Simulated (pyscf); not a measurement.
H₃Si–SiH(SiH₃)–Cl + H₃Si–Cl -> H₃Si–SiH₂–SiH₃ + dichlorosilane (Cl–SiH₂–Cl) (four-centre exchange; singlet surface; Cl–Si, H–Si broken, H–Si, Cl–Si formed). PySCF, gas phase, ωB97X-D3(BJ)/def2-SVP geometries. Rate constants from transition-state theory, ωB97M-D3(BJ)/def2-TZVP energies (ideal gas, 1 atm, RRHO with modes under 100 cm⁻¹ raised to 100, one conformer, R ln 2 for chiral ones without a mode under 150 cm⁻¹; no tunnelling), k in cm³ molecule⁻¹ s⁻¹.

| T (K) | 1000/T | log10 k |
|---|---|---|
| 298 | 3.354 | -44.47 |
| 600 | 1.667 | ? |
| 900 | 1.111 | -24.20 |
| 1200 | 0.833 | -21.50 |

**Question.** Fit an Arrhenius line to the three values, give the activation energy, and predict k at 600 K.

**Answer.** Least squares gives log10 k = -14.01 − 9.08 × 1000/T, so Ea = 9.08 × ln 10 × 1.987 = 41.5 kcal/mol, against an electronic barrier of 38.8. At 600 K the line gives -29.14; the computed value is -29.39 (ΔG‡ = 64.2 kcal/mol), a factor 1.8 under the line, since the plot is curved. One saddle was located; it need not be the lowest between these sides.
